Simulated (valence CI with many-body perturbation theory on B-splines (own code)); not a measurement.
The numbers below are computed, except where a source is named.
**Pb¹⁹⁺: input, log and results**

Method: configuration interaction combined with many-body perturbation theory (CI+MBPT): three valence electrons over a frozen Dirac-Fock core [Kr] 4d10 4f14, a basis of 3 s, 3 p, 2 d, 1 f functions for each j, with the one-electron correlation potential Σ1 (screened to all orders), the two-electron term Σ2, the three-electron term Σ3, Breit, model QED; selected single and double excitations, second order for the rest, scaled by the run's own slope (own B-spline code, finite nucleus).

Command, and the settings that its task file holds:

```sh
python run_cv.py task.json out
```

```
atom Pb  Z=82  mass_number=208  rms_radius_fm=5.5012
core [Kr] 4d10 4f14
valence 5s2 5p1
avg = 1
basis = S
breit = 1
cap = 10000
capref = 1200
cscale = 1
de = 0.0
dress = 0
eps = 2e-08
extrap = 1
h = 0.27
hh = 1
l2 = 3
lcore = 6
maxit = 60
n2 = 5
natural = 1
nlev = 21
nno = [0, 0, 0, 0, 0]
nroot = 26
nsp = [3, 3, 2, 1, 0]
pt2 = 1
qed = 1
rpa = 1
s1 = 1
s2 = 1
s3 = 1
screen = 1
tol = 2e-05
whole = 1
```

It took 80 s on 1 thread of Arm Neoverse N1, with other jobs on the host.

Log. The first blocks belong to the next ion, which gives the ionisation energy. Fields: 2J, parity (1 odd), roots, reference size, generating configurations, candidates as configurations/state functions, variational space P, stored matrix elements, Davidson steps; e2 is the range of second-order energies in hartree. The first line gives the box (bohr), its intervals, the orbitals and the steps of their self-consistent field. Window is the range of levels sought, series limit the energy at which the first omitted orbital would enter, core excitation an estimate of the first excitation out of the core, left out the lowest levels not solved, and shifts from estimates the range by which levels moved from their first estimate, all in cm⁻¹.

```
rmax 7.5 intervals 60 orbitals 15 references ['5s2 5p', '5s 5p2', '5s2 5d', '5p3', '5s 5p 5d'] scf 4 t 1.8
2J=0 par=0 roots 2 ref 15 generators 4 cand 11/11 P 26/26 nnz 0 it 0
   second order: generators 10 cand 0/0 e2 -0.00000 -0.00000
reference levels 393, estimated 7, window 486554 1/cm; series limit 2451990, core excitation 608193
2J=1 par=1 roots 1 ref 41 generators 3 cand 82/116 P 89/120 nnz 0 it 0
2J=1 par=1 roots 1 ref 41 generators 5 cand 90/127 P 117/163 nnz 0 it 0
   second order: generators 9 cand 103/136 e2 -0.00000 -0.00000
2J=3 par=1 roots 1 ref 64 generators 5 cand 125/251 P 104/180 nnz 0 it 0
2J=3 par=1 roots 1 ref 64 generators 6 cand 106/216 P 137/247 nnz 0 it 0
   second order: generators 10 cand 98/190 e2 -0.00000 -0.00000
2J=1 par=0 roots 2 ref 35 generators 5 cand 76/101 P 135/183 nnz 0 it 0
2J=1 par=0 roots 2 ref 35 generators 8 cand 49/68 P 155/211 nnz 0 it 0
   second order: generators 15 cand 91/120 e2 -0.00000 -0.00000
left out: unestimated 828222, estimated 571880, shifts from estimates 0 to 1
operators 8.1
```

The Davidson iterations converged. The settings are bad on purpose, so the numbers may not be properties of the ion.

No measured spectrum was set against this ion. As an estimate, levels hold to about 250 cm⁻¹ or 0.2 % of their energy and the worst to 1 %, as in measured heavy ions of charge 2 to 7. The list stops below the first excitations out of the core.

```yaml
Valence_energy: -61.06109 hartree
Ionisation_energy: "495.99 eV (NIST: 507 ± 25 eV (theoretical))"
Reference_configurations_for_the_orbitals: 5s2 5p, 5s 5p2, 5s2 5d, 5p3, 5s 5p 5d
Radial_orbitals: 15
Box_radius: 7.466 bohr
Largest_variational_space: 247
Lowest_levels: (5s^2 5p1/2) J=1/2 0.000, (5s^2 5p3/2) J=3/2 30.501, (5s 5p1/2^2) J=1/2 46.205 eV
```

Levels are named by their leading jj configuration (3d3/2^4 stands for four electrons in 3d with j = 3/2), which in mixed levels can hold well under half, so a name can repeat and another be missing.
